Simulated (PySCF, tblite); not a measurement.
Isomers of CH11NO2Si3, one GFN2-xTB conformer each. Single-point energies are computed at PBE0/pcSseg-1 (PySCF, gas phase, no added dispersion term), electronic only.

| SMILES | GFN2-xTB relative energy (kcal/mol) |
| --- | --- |
| NC[SiH2]O[SiH2]O[SiH3] | 25.6 |
| CN[SiH2]O[SiH2]O[SiH3] | 0.0 |
| CN[SiH2][Si](O)(O)[SiH3] | 96.9 |

Conformers: `[NH2:1][CH2:2][SiH2:3][O:4][SiH2:5][O:6][SiH3:7]` with H–N1–C2–Si3 60° and -57°, N1–C2–Si3–O4 49°, C2–Si3–O4–Si5 -52°, Si3–O4–Si5–O6 -26°, O4–Si5–O6–Si7 -16°; `[CH3:1][NH:2][SiH2:3][O:4][SiH2:5][O:6][SiH3:7]` with C1–N2–Si3–O4 48°, N2–Si3–O4–Si5 -55°, Si3–O4–Si5–O6 -22°, O4–Si5–O6–Si7 -11°; `[CH3:1][NH:2][SiH2:3][Si:4]([OH:5])([OH:6])[SiH3:7]` with C1–N2–Si3–Si4 176°, N2–Si3–Si4–O5 124°, Si3–Si4–O5–H 132°, Si3–Si4–O6–H 65°.

What does PBE0/pcSseg-1 give for the same structures?

| SMILES | PBE0/pcSseg-1 E (Eh) | PBE0/pcSseg-1 (kcal/mol) | GFN2-xTB (kcal/mol) | point group |
| --- | --- | --- | --- | --- |
| CN[SiH2]O[SiH2]O[SiH3] | -1117.86437 | 0.0 | 0.0 | C1 |
| NC[SiH2]O[SiH2]O[SiH3] | -1117.83961 | 15.5 | 25.6 | C1 |
| CN[SiH2][Si](O)(O)[SiH3] | -1117.78525 | 49.7 | 96.9 | – |

Both levels put the same isomer lowest; measured from each level's own lowest isomer, the values differ by up to 47.2 kcal/mol (CN[SiH2][Si](O)(O)[SiH3]: 96.9 against 49.7). As drawn, the highest has an O–H bond and an Si–Si bond, which the lowest lacks.

Which frontier levels, dipoles and rotational constants go with these structures?

```
                  SMILES  HOMO (eV, PBE0/pcSseg-1)  LUMO (eV)  dipole (D)       A, B, C (MHz)
  CN[SiH2]O[SiH2]O[SiH3]                     -6.82       0.26        1.80  1850, 977.7, 774.3
  NC[SiH2]O[SiH2]O[SiH3]                     -6.55       0.05        0.97  1825, 973.6, 775.3
CN[SiH2][Si](O)(O)[SiH3]                     -6.70      -0.77        1.10  1848, 866.5, 695.5
```

What happens when harmonic zero-point energies from GFN2-xTB frequencies are added?

```json
{"SMILES": "CN[SiH2]O[SiH2]O[SiH3]", "ZPE (kcal/mol)": "75.0", "electronic (kcal/mol)": "0.0", "with ZPE (kcal/mol)": "0.0"}
{"SMILES": "NC[SiH2]O[SiH2]O[SiH3]", "ZPE (kcal/mol)": "75.2", "electronic (kcal/mol)": "15.5", "with ZPE (kcal/mol)": "15.8"}
{"SMILES": "CN[SiH2][Si](O)(O)[SiH3]", "ZPE (kcal/mol)": "75.9", "electronic (kcal/mol)": "49.7", "with ZPE (kcal/mol)": "50.6"}
```

The zero-point energies span 0.9 kcal/mol. The order is unchanged.
